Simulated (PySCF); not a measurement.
(E)-1-bromo-2-chloro-1-fluoroethene (C2HBrClF), SMILES F/C(Br)=C\Cl.

Coordinates come from a PBE-D3(BJ)/def2-SVP optimisation.

The numbers are results of PBE-D3(BJ)/def2-SVP (PySCF), not measurements.

Frequencies are harmonic and unscaled.

### Question
Give all harmonic wavenumbers and intensities. (The exact figures need the calculation; the answer reports its results.)

### Answer

| mode | ν (cm⁻¹) | IR (km/mol) | moving atoms (share of kinetic energy) |
|---|---|---|---|
| 1 | 170 | 1.2 | F 40 %, C 26 %, Cl 25 % |
| 2 | 173 | 0.1 | C 66 %, Cl 18 %, H 9 % |
| 3 | 270 | 0.4 | Cl 54 %, Br 22 %, F 13 %, C 10 % |
| 4 | 342 | 0.1 | F 57 %, Br 31 %, C 9 % |
| 5 | 511 | 0.1 | C 86 %, F 9 % |
| 6 | 740 | 27.3 | H 81 %, C 18 % |
| 7 | 763 | 79.1 | C 72 %, F 19 % |
| 8 | 823 | 50.1 | C 69 %, Cl 19 % |
| 9 | 1068 | 102.0 | H 43 %, C 34 %, F 21 % |
| 10 | 1255 | 35.7 | H 49 %, C 41 %, F 10 % |
| 11 | 1662 | 61.1 | C 96 % |
| 12 | 3177 | 13.3 | H 91 %, C 9 % |
